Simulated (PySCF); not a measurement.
Question: Give a PBE0-D3(BJ)/def2-SVP geometry of `Clc1cccc2c1CC2`.

Answer: 
Z-matrix in Å and degrees, rows numbered from 1:
```
Cl
C   1  1.7310
C   2  1.4011  1  121.03
C   3  1.3990  2  120.75  1  -179.94
C   4  1.4021  3  122.21  2     0.02
C   5  1.3863  4  115.78  3    -0.02
C   2  1.3838  1  121.73  3  -179.95
C   7  1.5076  2  144.80  1    -0.05
C   6  1.5143  5  144.50  4   179.92
H   3  1.0915  2  119.06  1     0.08
H   4  1.0929  3  118.26  2   179.99
H   5  1.0922  4  120.98  3   179.92
H   8  1.1009  7  115.28  2    63.73
H   8  1.1009  7  115.23  2   -63.97
H   9  1.1011  6  115.40  5    63.95
H   9  1.1011  6  115.35  5   -64.00
```

The 9 C–C bonds span 1.384 Å (C2–C7, aromatic) to 1.569 Å (C8–C9, drawn single), a spread of 0.185 Å. The 6-membered ring C2–C3–C4–C5–C6–C7 has internal angles of 115.8° to 122.7°; it is planar, 0.00 Å rms from its mean plane, widest ring torsion 0°. The 4-membered ring C6–C7–C8–C9 has internal angles of 86.5° to 93.8°; it is planar, 0.00 Å rms from its mean plane, widest ring torsion 0°. The 9 heavy atoms lie in one plane (0.001 Å rms).

Method used: PBE0-D3(BJ)/def2-SVP geometry optimisation, gas phase in PySCF.

Point group: Cs (every atom within 0.08 Å of its image). No frequency check.
